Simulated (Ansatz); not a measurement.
Computed with Ansatz on PBE0-D4/def2-TZVP structures; ΔE is electronic, products minus reactants. CCSD(T)/CBS is the MP2 limit (def2-TZVPP, def2-QZVPP) plus CCSD(T) − MP2 in def2-TZVPP, frozen cores. This one scheme is used for every species, atoms too. DFT in def2-TZVPP. No spin–orbit coupling; open shells (•) take unrestricted orbitals. Spin–orbit coupling would lower the free atoms: a little for B, C, F, O. Each species was taken in one conformer, which may not be the lowest.

Consider the atomization: `CB/C(F)=C\O` → B• + 3 C• + F• + 6 H• + O•.

```tsv
species	PBE-D4 energy (Eh)
`CB/C(F)=C\O`	-317.58041
B•	-24.61008
C•	-37.79597
F•	-99.66912
H•	-0.49962
O•	-75.00967
```

Work out ΔE.

ΔE = 6 × (-0.49962) + 3 × (-37.79597) + (-24.61008) + (-99.66912) + (-75.00967) − (-317.58041) = 1.90591 Eh = +5004.0 kJ/mol. CCSD(T)/CBS gives +4826.1 kJ/mol.

Largest T1 diagnostic among the species: 0.014.

From PBE to PBE0 (25 % exact exchange), in def2-TZVPP and without D4, ΔE moves by −114.5 kJ/mol: exact exchange takes away binding that semilocal exchange gives to molecules. In def2-TZVPP, CCSD(T) changes the Hartree–Fock value by +1176.5 kJ/mol (the triples alone add +79.4 kJ/mol) and MP2 by +1290.5 kJ/mol; breaking electron pairs costs correlation energy, which Hartree–Fock lacks. The D4 term adds +31.6 kJ/mol with B3LYP and +16.6 kJ/mol with PBE0; it sums over pairs of atoms, weighted by their polarisabilities, and B3LYP, whose exchange is more repulsive, gets the larger term.

B3LYP here is the variant with VWN-RPA as its local correlation; programs differ in this.

For atomizations the MP2-based limit and the directly extrapolated one differ by several kJ/mol either way, and by 10 to 25 for some Ge, Se and Sn compounds, so smaller differences from it don't rank the levels.
